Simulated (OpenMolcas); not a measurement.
# Ionisation energies of technetium

```json
{
  "Program": "OpenMolcas 26.06",
  "Basis": "ANO-RCC [10s9p8d6f4g2h]",
  "Scalar Hamiltonian": "DKH2, point nucleus",
  "Spin-orbit coupling": "state interaction with AMFI integrals over the reference wave functions, term energies averaged over their components"
}
```

Active shells in each charge state: the valence d, s shells, with orbitals averaged over the low states. Where CASPT2's correlated closed shells are named, they are those of the first ion.

A. CASSCF
B. SS-CASPT2, IPEA 0.25 Eh, imaginary shift 0.1 Eh (closed shells correlated: 4s 4p)
C. SS-CASPT2, IPEA 0.25 Eh, imaginary shift 0.1 Eh (closed shells correlated: 3d 4s 4p)
D. SS-CASPT2, IPEA 0 Eh, imaginary shift 0.1 Eh (closed shells correlated: 4s 4p)

Energies in eV between the lowest computed levels, named as in B; reference values from the NIST Atomic Spectra Database with their kind.

```csv
From,To,A,B,C,D,Spin-orbit share in B,Reference
Tc 4d5 5s2 6S 5/2,Tc+ 4d5 5s 7S3,4.739,7.366,7.358,7.514,+0.000,7.119 (measured)
```

Other lowest levels: A, Tc 4d6 5s 6D 9/2 to 4d5 5s 7S3.

Error against the reference values, in %:

| From | Reference | A | B | C | D |
| --- | --- | --- | --- | --- | --- |
| Tc | measured | -33.4 | +3.5 | +3.4 | +5.5 |

Absolute error against the one measured value: A 2.38 eV, B 0.25 eV, C 0.24 eV, D 0.39 eV.

The lowest level within the active space need not be the ion's true ground level.
